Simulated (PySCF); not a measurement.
## Working out the excitation energy of O²⁺

O²⁺ [He] 2s2 2p2 (3P) → O²⁺ [He] 2s2 2p1 3s1 (3P). Calculation: PySCF 2.14, in aug-cc-pVDZ-DK; the spin-free X2C one-electron Hamiltonian (Gaussian nucleus). Frozen: 1s2. Energies in hartree (1 hartree = 27.21139 eV):

```tsv
part	O²⁺ (lower)	O²⁺ (upper)
UHF	-73.136229	-71.902371
MP2 opposite-spin	-0.048381	-0.055736
MP2 same-spin	-0.007941	-0.006080
```

Task: What does Hartree-Fock give?

Result: (-71.902371) − (-73.136229) = 1.233858 hartree = 33.575 eV.

Task: What do MP2 and SCS-MP2 (6/5 opposite-spin, 1/3 same-spin) give?

Result: The opposite-spin parts differ by -0.200 eV and the same-spin parts by 0.051 eV. MP2: 33.575 + (-0.200) + (0.051) = 33.426 eV. SCS-MP2: 33.575 + 1.2 × (-0.200) + (0.051)/3 = 33.352 eV.

A double-zeta basis recovers only part of the correlation energy.
